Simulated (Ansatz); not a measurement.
`Cl[SiH2]Cl` and `O[SiH2][SiH](Cl)Cl` differ in one atom or group.

Ansatz, PBE0-D4/def2-TZVP geometries, multiplicity 1. Each molecule was computed in one conformer, which needn't be the lowest.

```tsv
property	`Cl[SiH2]Cl`
HOMO–LUMO gap (ωB97M-V/def2-TZVPP) / eV	13.26
HOMO energy (PBE/def2-TZVPP) / eV	-7.72
size of the dipole moment (ωB97M-V/def2-TZVPP) / D	1.13
HOMO–LUMO gap (B3LYP/def2-TZVPP) / eV	8.69
HOMO energy (PBE0/def2-TZVPP) / eV	-9.10
LUMO energy (ωB97M-V/def2-TZVPP) / eV	1.94
```

What does the change do to each property? (Best estimate.)

The calculation gave: 
| property | `O[SiH2][SiH](Cl)Cl` | shift |
| --- | --- | --- |
| HOMO–LUMO gap (ωB97M-V/def2-TZVPP) / eV | 10.82 | -2.44 |
| HOMO energy (PBE/def2-TZVPP) / eV | -6.75 | 0.97 |
| size of the dipole moment (ωB97M-V/def2-TZVPP) / D | 0.74 | -0.39 |
| HOMO–LUMO gap (B3LYP/def2-TZVPP) / eV | 6.63 | -2.06 |
| HOMO energy (PBE0/def2-TZVPP) / eV | -7.99 | 1.11 |
| LUMO energy (ωB97M-V/def2-TZVPP) / eV | 0.79 | -1.15 |

With PBE0 the HOMO rises by 1.11 eV and the LUMO falls by 1.04 eV, so the gap narrows by about 2.15 eV. PBE moves the HOMO by 0.97 eV and ωB97M-V by 1.29 eV. The zero-point energy changes by 61.9 kJ/mol with +12 modes. Dipoles are sizes alone; their direction can turn.

B3LYP here is the variant with VWN-RPA as its local correlation; programs differ in this.
